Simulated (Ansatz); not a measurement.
Basis sets compared for Ge₆N. Total charge 0; doublet. Geometry PBE-D4/def2-SVP. Ansatz on 6 threads of Intel Xeon on a shared host; times are rough, and most runs start from earlier orbitals.

```xyz
7

N     0.842   -0.894    1.260
Ge    1.167   -1.899   -0.206
Ge    0.552    0.061    2.754
Ge    0.355    0.101   -1.788
Ge   -1.584    1.388   -0.368
Ge    0.736    1.361    0.539
Ge   -2.068   -0.118   -2.190
```

Another isomer (doublet) lies 1.00 eV lower at PBE0-D4/def2-TZVP; other spin states weren't run for this one.

Binding counts from free atoms (N quartet, Ge triplet) in the same basis, without a counterpoise term.

```csv
level,functions,energy (Eh),HOMO (eV),LUMO (eV),binding per atom (eV),wall time
PBE-D4/def2-SVP,206,-12513.3342,-4.44,-4.03,3.19,4.2 s
PBE0-D4/def2-SVP,206,-12513.6063,-5.12,-3.42,2.94,16 s
```

Q: Estimate the rows for PBE-D4/def2-TZVP (with forces), PBE0-D4/def2-TZVP.

A: 
```
                         level  functions  energy (Eh)  HOMO (eV)  LUMO (eV)  binding per atom (eV)  wall time
PBE-D4/def2-TZVP (with forces)        319  -12514.9657      -4.43      -4.01                   3.20       13 s
             PBE0-D4/def2-TZVP        319  -12515.2363      -5.09      -3.37                   2.96       38 s
```
